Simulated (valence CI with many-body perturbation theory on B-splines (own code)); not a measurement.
# Energy levels of Rh39+

Level of theory: valence CI with perturbative core correlation (CI+MBPT): four valence electrons over a frozen Dirac-Fock core [He], radial functions for each j: 11 s, 11 p, 9 d, 7 f, 5 g, 2 h, 1 i, with the one-electron correlation potential Σ1 (screened to all orders), the two-electron term Σ2, the three-electron term Σ3, Breit, model QED; selected single and double excitations, second order for the rest (own B-spline code, finite nucleus).

No measured spectrum was set against this ion. As an estimate, large intervals hold to a few tenths of a per cent, small ones and those within an open d or f shell to about a per cent. Among the levels kept, up to 270 cm⁻¹ of a level comes from second order outside the variational space, and about a tenth of that is noise between levels of different J, which matters for small intervals.

Levels 46 to 90 of 110, with energies above the lowest level, (2s^2 2p1/2^2) J=0. "Leading %" is the weight of the configuration and term that name the level; weights of strongly mixed levels are sums over their largest components and can fall short. In the jj column 3d3/2^4 stands for four electrons in 3d with j = 3/2. Lifetimes count E1, E2, E3, M1 and M2 decay at the calculated energies, and are blank where another channel may lead or the interval is too uncertain; long ones can be off by a factor of two.

| No. | Configuration | Term | J | E (eV) | Leading % | Lifetime | Leading jj | g |
| --- | --- | --- | --- | --- | --- | --- | --- | --- |
| 46 | 2s.2p2.3d | 5F | 2 | 3605.0 | 29 | 28.4 fs | 2s 2p1/2^2 3d3/2 (82 %) | 1.203 |
| 47 | 2s.2p2.3s | 3P | 1 | 3606.2 | 71 | 32.7 fs | 2s 2p1/2 2p3/2 3s (93 %) | 1.582 |
| 48 | 2s.2p2.3s | 5P | 3 | 3614.3 | 38 | 11.9 fs | 2s 2p1/2 2p3/2 3s (66 %) | 1.465 |
| 49 | 2s2.2p.3p | 1S | 0 | 3619.9 | 69 | 301 fs | 2s^2 2p3/2 3p3/2 (94 %) |  |
| 50 | 2s.2p2.3d | 5D | 3 | 3623.4 | 19 | 11.8 fs | 2s 2p1/2^2 3d5/2 (70 %) | 1.406 |
| 51 | 2s.2p2.3s | 3P | 2 | 3631.0 | 43 | 35.1 fs | 2s 2p1/2 2p3/2 3s (89 %) | 1.284 |
| 52 | 2s.2p2.3d | 3F | 2 | 3634.5 | 37 | 6.57 fs | 2s 2p1/2^2 3d5/2 (82 %) | 0.983 |
| 53 | 2s.2p2.3p | 5P° | 1 | 3634.7 | 39 | 39.6 fs | 2s 2p1/2 2p3/2 3p1/2 (98 %) | 1.903 |
| 54 | 2s2.2p.3d | 3D° | 2 | 3639.2 | 27 | 5.85 fs | 2s^2 2p3/2 3d3/2 (60 %) | 1.120 |
| 55 | 2s.2p2.3p | 5D° | 2 | 3643.6 | 33 | 37.7 fs | 2s 2p1/2 2p3/2 3p1/2 (65 %) | 1.269 |
| 56 | 2s2.2p.3d | 3F° | 3 | 3644.8 | 44 | 4.98 fs | 2s^2 2p3/2 3d3/2 (79 %) | 1.151 |
| 57 | 2s2.2p.3d | 3F° | 4 | 3647.8 | 97 | 111 ps | 2s^2 2p3/2 3d5/2 (97 %) | 1.243 |
| 58 | 2s2.2p.3d | 3P° | 1 | 3648.6 | 62 | 4.70 fs | 2s^2 2p3/2 3d3/2 (95 %) | 1.151 |
| 59 | 2s2.2p.3d | 3P° | 0 | 3649.4 | 98 | 5.65 fs | 2s^2 2p3/2 3d3/2 (98 %) |  |
| 60 | 2s2.2p.3d | 3P° | 2 | 3656.2 | 50 | 5.85 fs | 2s^2 2p3/2 3d5/2 (87 %) | 1.293 |
| 61 | 2s.2p2.3s | 3D | 1 | 3659.6 | 70 | 32.1 fs | 2s 2p1/2 2p3/2 3s (96 %) | 0.691 |
| 62 | 2s.2p2.3p | 3D° | 3 | 3662.8 | 34 | 23.6 fs | 2s 2p1/2 2p3/2 3p1/2 (82 %) | 1.287 |
| 63 | 2s.2p2.3s | 1D | 2 | 3664.3 | 35 | 61.6 fs | 2s 2p1/2 2p3/2 3s (95 %) | 1.192 |
| 64 | 2s.2p2.3s | 3P | 0 | 3665.6 | 91 | 30.1 fs | 2s 2p1/2 2p3/2 3s (90 %) |  |
| 65 | 2s.2p2.3s | 3P | 1 | 3665.7 | 56 | 44.3 fs | 2s 2p1/2 2p3/2 3s (91 %) | 1.560 |
| 66 | 2s2.2p.3d | 1F° | 3 | 3667.8 | 53 | 3.35 fs | 2s^2 2p3/2 3d5/2 (71 %) | 1.144 |
| 67 | 2s2.2p.3d | 1P° | 1 | 3672.0 | 67 | 4.59 fs | 2s^2 2p3/2 3d5/2 (96 %) | 1.032 |
| 68 | 2s.2p2.3p | 3P° | 2 | 3679.6 | 36 | 42.2 fs | 2s 2p1/2 2p3/2 3p1/2 (94 %) | 1.576 |
| 69 | 2s.2p2.3p | 5D° | 3 | 3681.6 | 48 | 118 fs | 2s 2p1/2 2p3/2 3p3/2 (97 %) | 1.517 |
| 70 | 2s.2p2.3p | 5P° | 1 | 3686.7 | 32 | 22.2 fs | 2s 2p1/2 2p3/2 3p3/2 (97 %) | 1.641 |
| 71 | 2s.2p2.3p | 3D° | 2 | 3695.0 | 48 | 21.9 fs | 2s 2p1/2 2p3/2 3p3/2 (95 %) | 1.437 |
| 72 | 2s.2p2.3p | 3P° | 0 | 3700.0 | 48 | 64.7 fs | 2s 2p1/2 2p3/2 3p3/2 (67 %) |  |
| 73 | 2s.2p2.3p | 3F° | 2 | 3703.3 | 49 | 35.4 fs | 2s 2p1/2 2p3/2 3p1/2 (96 %) | 0.886 |
| 74 | 2s.2p2.3p | 3D° | 1 | 3704.4 | 66 | 41.5 fs | 2s 2p1/2 2p3/2 3p1/2 (89 %) | 0.835 |
| 75 | 2s.2p2.3p | 5D° | 4 | 3706.6 | 53 | 7.68 ps | 2s 2p1/2 2p3/2 3p3/2 (95 %) | 1.372 |
| 76 | 2s.2p2.3p | 3P° | 0 | 3709.0 | 87 | 11.5 fs | 2s 2p1/2 2p3/2 3p1/2 (64 %) |  |
| 77 | 2s.2p2.3p | 3P° | 2 | 3713.2 | 54 | 23.2 fs | 2s 2p1/2 2p3/2 3p3/2 (95 %) | 1.412 |
| 78 | 2s.2p2.3p | 1P° | 1 | 3720.2 | 38 | 11.6 fs | 2s 2p1/2 2p3/2 3p3/2 (89 %) | 1.261 |
| 79 | 2s.2p2.3p | 3D° | 3 | 3721.9 | 45 | 21.7 fs | 2s 2p1/2 2p3/2 3p3/2 (94 %) | 1.316 |
| 80 | 2s.2p2.3d | 5F | 2 | 3728.0 | 45 | 16.3 fs | 2s 2p1/2 2p3/2 3d3/2 (97 %) | 1.206 |
| 81 | 2s.2p2.3p | 3D° | 1 | 3728.0 | 35 | 35.8 fs | 2s 2p1/2 2p3/2 3p1/2 (94 %) | 1.082 |
| 82 | 2s.2p2.3d | 5D | 1 | 3728.5 | 56 | 23.7 fs | 2s 2p1/2 2p3/2 3d3/2 (97 %) | 1.243 |
| 83 | 2s.2p2.3d | 5D | 0 | 3728.5 | 87 | 109 fs | 2s 2p1/2 2p3/2 3d3/2 (98 %) |  |
| 84 | 2s.2p2.3d | 5F | 3 | 3732.3 | 61 | 13.5 fs | 2s 2p1/2 2p3/2 3d3/2 (80 %) | 1.271 |
| 85 | 2s.2p2.3d | 5F | 4 | 3736.5 | 55 | 204 fs | 2s 2p1/2 2p3/2 3d5/2 (95 %) | 1.376 |
| 86 | 2s.2p2.3d | 3F | 2 | 3751.0 | 28 | 8.06 fs | 2s 2p1/2 2p3/2 3d5/2 (96 %) | 1.270 |
| 87 | 2s.2p2.3p | 3D° | 2 | 3751.8 | 36 | 37.0 fs | 2s 2p1/2 2p3/2 3p3/2 (91 %) | 1.271 |
| 88 | 2s.2p2.3d | 3F | 4 | 3752.8 | 37 | 997 fs | 2s 2p1/2 2p3/2 3d3/2 (74 %) | 1.263 |
| 89 | 2s.2p2.3d | 3F | 3 | 3752.9 | 43 | 5.90 fs | 2s 2p1/2 2p3/2 3d5/2 (54 %) | 1.308 |
| 90 | 2s.2p2.3p | 3F° | 3 | 3752.9 | 45 | 36.0 fs | 2s 2p1/2 2p3/2 3p3/2 (97 %) | 1.150 |
